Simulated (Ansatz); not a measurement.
One elementary step

Start structure (CH8GaN, closed shell), relaxed at PBE0-D4/def2-TZVP:

Ga1  (-0.295, 0.115, -1.553)
N2  (1.055, 1.313, -1.359)
H3  (0.111, -1.353, -1.894)
H4  (-1.749, 0.660, -1.391)
H5  (0.265, -0.088, 1.320)
C6  (-0.413, -0.821, 1.761)
H7  (0.917, 2.289, -1.157)
H8  (2.029, 1.085, -1.458)
H9  (0.170, -1.609, 2.236)
H10  (-1.049, -1.263, 0.993)
H11  (-1.041, -0.327, 2.502)
(Å)

The step: GaNH₄ ([NH2][GaH2]) + CH₄ → CH₅Ga ([CH3][GaH2]) + NH₃ (still joined by a long Ga–N bond); bonds formed: Ga1–C6, N2–H5; bonds broken: H5–C6; bonds weakened to dative contacts: Ga1–N2. Ansatz 0.2.0; basis: def2-TZVPP and def2-QZVPP; cores frozen in the correlated methods. Filled d shells of the heavier atoms are correlated. The def2 sets are not built for correlating such inner shells, so the correlated values are less sure here. Extrapolation: Hartree–Fock as exp(−7.88 √X), correlation as X^−2.97. Energies below are by CCSD(T) at an estimated basis limit (MP2 extrapolated from triple and quadruple zeta, plus CCSD(T) − MP2 in triple zeta).

What are the electronic barrier and the energy of the step, from the start structure to the end structure? (Judge from chemistry; the value comes from the calculation.)

The calculation gives: Barrier 1.532 eV; step energy -0.160 eV (downhill); reverse barrier, their difference, 1.692 eV. Barrier and step energy count from the start structure, the reverse barrier from the end structure.

The saddle point: One imaginary mode of 1511i cm⁻¹.
| pair | start (Å) | saddle (Å) | end (Å) |
| --- | --- | --- | --- |
| Ga1–C6 | 3.45 | 2.24 | 1.99 |
| N2–H5 | 3.12 | 1.35 | 1.01 |
| Ga1–N2 | 1.82 | 1.99 | 2.16 |
| H5–C6 | 1.09 | 1.41 | 3.33 |

Zero-point energy (harmonic, PBE0-D4): ZPE is 2.299 eV at the start and 2.234 eV at the saddle, so the barrier goes from 1.532 to 1.467 eV.

The T1 diagnostic stays at or below 0.013. The start structure is not quite a true minimum (one mode of 52i cm⁻¹).

Labels in which every atom is bracketed show which atoms are joined, not bond orders.

For scale, one of the runs: CCSD(T)/def2-TZVPP, 222 basis functions, launched by `ansatz run in.yaml --threads 4 --pin off --events-out ev --progress --plain --max-ram 9574MiB`. Time: 65 s of wall clock on 4 CPU threads of an Arm Neoverse V2; the host was shared. Peak host memory: 3.5 GiB.
